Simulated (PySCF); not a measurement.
BCl, SMILES [B]Cl (connectivity only; charge and spin as stated), charge +1, multiplicity 2.

The structure is a stationary point at B3LYP-D3(BJ)/def2-TZVPD.

Two levels are set side by side: PBE/def2-TZVPD (PySCF) and CAM-B3LYP/def2-TZVPD (PySCF). Same geometry, gas phase. Differences are taken from unrounded values.

```json
[
 {"quantity": "α-spin orbital gap (eV)", "CAM-B3LYP": "10.11"},
 {"quantity": "β-spin orbital gap (eV)", "CAM-B3LYP": "9.34"},
 {"quantity": "mean polarisability (bohr³)", "CAM-B3LYP": "20.1"}
]
```

Q: What does PBE give, and how far is it from CAM-B3LYP? (An estimate is asked for; the answer gives what the named calculation found.)

A: 
| quantity | PBE | PBE minus CAM-B3LYP |
|---|---|---|
| α-spin orbital gap (eV) | 4.70 | -5.41 |
| β-spin orbital gap (eV) | 4.78 | -4.56 |
| mean polarisability (bohr³) | 20.4 | 0.3 |

Rough cost on one machine, each run with all the roots and properties that it gave: CAM-B3LYP against PBE within a factor of 2.
